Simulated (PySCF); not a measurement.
Computed with PySCF, PBE, basis As def2-SVP, S def2-SVP, F def2-SVP (no relativity, density fitting).

```xyz
5
charge 0 multiplicity 1, angstrom
As    0.0000    0.0760    0.0538
S     0.0000   -1.5675   -1.1090
F     1.2993    0.3456    1.1634
F    -1.2993    0.3456    1.1634
F     0.0000    1.6454   -0.6737
```

AsSF3 (singlet), along the line from As1 (at 0) through S2 (at 2.013 Å).

Problem. Tabulate the fields along this line at -0.70, -0.50, -0.30, -0.10, 0.20, 0.40, 0.60, 0.81, 1.01, 1.21, 1.41, 1.61, 1.81, 2.11, 2.32, 2.52, 2.72, 2.92, 3.12 Å.

Solution. 
```tsv
distance (Å)	electron density (e/Å³)	electron localisation function	electrostatic potential (V)
-0.70	1.05	0.133	43.1
-0.50	5.99	0.454	93
-0.30	48.5	0.772	302
-0.10	612	0.735	2400
0.20	100	0.44	728
0.40	17.4	0.683	153
0.60	2.44	0.177	59.9
0.81	1.11	0.379	30.5
1.01	1	0.703	21.6
1.21	1.08	0.667	27.2
1.41	1.22	0.167	52.4
1.61	4.12	0.231	121
1.81	63.4	0.85	425
2.11	184	0.257	1310
2.32	16.6	0.767	204
2.52	1.68	0.0869	76
2.72	0.928	0.604	33.2
2.92	0.525	0.823	15.3
3.12	0.251	0.758	7.42
```

On a grid of 0.10 Å the density has a local minimum along the bond near 1.01 Å from As, at 1.00 e/Å³, where the ELF is 0.70.
